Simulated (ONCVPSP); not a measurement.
## Varying the ONCV potential for Zr (Z = 40)

Base potential:

zirconium, optimised norm-conserving Vanderbilt (ONCV), made with ONCVPSP 4.0.1 (PBE, scalar-relativistic). Core [Ar] 3d10, reference 4s2 4p6 4d2.5 5s1.5. Waves: 4s+5s: rc 1.65 bohr, ncon 4, nbas 8, qcut 6 1/bohr, 2 projectors; 4p: rc 1.75 bohr, ncon 4, nbas 7, qcut 8.2 1/bohr, 2 projectors, debl 2.6 Ha; 4d: rc 2.65 bohr, ncon 3, nbas 8, qcut 6.7 1/bohr, 2 projectors, debl 4 Ha. Local part: polynomial inside 1.30 bohr (lpopt 3, dvloc0 1 Ha). Core correction: none.

Cutoffs, loose and tight: the cutoffs (Ha) at which the residual kinetic energy of the hardest occupied pseudo-wave falls to 1 and 0.1 mHa per electron. They do not see the model core or the augmentation charge, which bear on the density cutoff. Test errors are all-electron minus pseudo excitation energies from the reference, over the configurations 4s2 4p6 4d2 5s2; 4s2 4p6 4d2 5s1; 4s2 4p6 4d2 5s0; 4s2 4p6 4d2 5s1.5. A dash means not determined; rows that change the core or the reference have their own tests.

```csv
change,outcome,"cutoff, loose","cutoff, tight",bound ghosts,GHOST(+) flags above zero,largest test error (meV)
base,generated,20 Ha,27 Ha,none,s,-3.1
"local potential polynomial inside 1.30 bohr (lpopt 3, dvloc0 2 Ha)",generated,20 Ha,27 Ha,none,s,-3.2
d: qcut 4.4,generated,20 Ha,27 Ha,none,s,-14
functional PBEsol,generated,19 Ha,27 Ha,none,s,-2.9
p: rc 1.5,generated,24 Ha,29 Ha,none,s,-3.0
s: qcut 5.8; p: qcut 7.9; d: qcut 6.5,generated,19 Ha,39 Ha,none,s,-3.5
"all radii scaled by about 1.09 (s 1.80, p 1.92, d 2.90 bohr); local potential polynomial inside 1.42 bohr (lpopt 3, dvloc0 1 Ha)",generated,15 Ha,21 Ha,none,none,-5.1
```

Problem. What comes out with this change to the base: s: nbas 7?

Solution. outcome: generated; cutoff, loose: 20 Ha; cutoff, tight: 33 Ha; bound ghosts: none; GHOST(+) flags above zero: s; largest test error (meV): -3.1.
